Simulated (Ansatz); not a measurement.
Ideal-gas functions of AlH5O2Si, SMILES `O[SiH](O)[AlH2]` at 400 K and 1 bar, from an Ansatz frequency run at PBE0-D4/def2-TZVP.

Molar mass 92.11 g/mol, point group Cs (symmetry number 1), electronic degeneracy 1, moments of inertia 81.635, 187.065, 238.37 u Å². Harmonic wavenumbers (cm⁻¹, unscaled): 59, 111, 174, 213, 285, 330, 393, 441, 539, 753, 757, 776, 836, 870, 907, 909, 1881, 1913, 2240, 3924, 3926.

Use S(trans) = R[1.5 ln M + 2.5 ln T − 1.1517]; rotational temperatures θ = 24.2544 K / I; S(rot) = R[ln(√π/σ · √(T³/θAθBθC)) + 1.5]; for each mode x = 1.438777 ν̃/T, S = R[x/(eˣ − 1) − ln(1 − e⁻ˣ)] and H = RT x/(eˣ − 1); 1 cm⁻¹ = 0.0119627 kJ/mol; R = 8.31446 J/(mol·K).

**Question.** By hand: the entropy, in J/(mol·K).

**Answer.** Translation 171.4. Rotation: θ = 0.2971, 0.1297, 0.1018 K, giving 115.0. Vibration, mode by mode: 21.22, 16.00, 12.35, 10.73, 8.46, 7.36, 6.10, 5.30, 4.00, 2.18, 2.16, 2.04, 1.72, 1.56, 1.40, 1.40, 0.07, 0.07, 0.02, 0.00, 0.00, in all 104.1. Electronic 0.0. Sum 390.5 J/(mol·K).

**Question.** By hand: H − E and G − E in kJ/mol, counted from the electronic energy.

**Answer.** Zero-point energy ½ × 22237 × 0.0119627 = 133.0; thermal vibration 21.7; translation, rotation and pV give 4 RT = 13.3. H − E = 168.0 kJ/mol, and G − E = 168.0 − 400 × 390.5/1000 = 11.8 kJ/mol.

Vibration gives 27 % of the entropy, 37.2 J/(mol·K) of it from the modes under 150 cm⁻¹: soft modes count most, and the harmonic formula is weakest for them. The sum counts one conformer and one mirror image; others add a mixing term.
